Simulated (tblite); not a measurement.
C7H14BFSi.
Cartesian coordinates in Å at the GFN2-xTB level; atoms count from 1:
```xyz
24
C7H14BFSi angstrom
C      3.485   -0.127   -0.753
B      2.011   -0.575   -0.443
C      1.600   -2.092   -0.542
Si     0.684    0.766    0.067
F      1.382    2.261    0.065
C     -0.963    0.883   -0.837
C     -1.995    0.597   -0.046
C     -3.430    0.588   -0.464
C     -1.689    0.221    1.378
C     -0.255    0.629    1.733
H      4.142   -0.910   -1.126
H      3.937    0.275    0.156
H      3.506    0.701   -1.461
H      0.841   -2.217   -1.316
H      2.416   -2.774   -0.773
H      1.128   -2.439    0.377
H     -1.111    1.130   -1.877
H     -3.876   -0.386   -0.259
H     -3.988    1.332    0.103
H     -3.532    0.807   -1.524
H     -1.802   -0.864    1.475
H     -2.416    0.677    2.056
H      0.176   -0.070    2.448
H     -0.263    1.607    2.214
```

Computed values, GFN2-xTB/tblite, gas phase, harmonic and unscaled. This tight-binding method is rough: wavenumbers can miss measured ones by several per cent, in bad cases by 10 to 20. One conformer, not necessarily the lowest. The optimisation stopped once no atom felt more than 0.01 eV/Å.

Lowest wavenumbers of the output (negative numbers stand for imaginary wavenumbers):
```
mode    cm-1
  1     -57.7
  2      17.2
  3      28.3
  4      45.4
  5      68.4
  6     111.0
  7     120.8
  8     135.3
  9     180.0
 10     220.6
```

Q: Is this structure a minimum?

A: Not by this Hessian. 1 mode is imaginary beyond 20i (58i cm⁻¹), so at this level the point lies at or near a first-order saddle. The curvature is small, so loose convergence or finite differences may be the whole cause.

Q: Which atoms move in the imaginary mode?

A: 58i: H14 (methyl hydrogen) 25 %, H16 (methyl hydrogen) 22 %, H15 (methyl hydrogen) 16 %, H12 (methyl hydrogen) 14 %. These are shares of the mass-weighted motion.

Q: What is the remedy?

A: Step along that mode in both directions, optimise again with tighter thresholds and repeat the frequencies. The zero-point energy of this point (121.8 kcal/mol) counts the 65 real modes alone, and thermal corrections from it aren't those of a minimum.
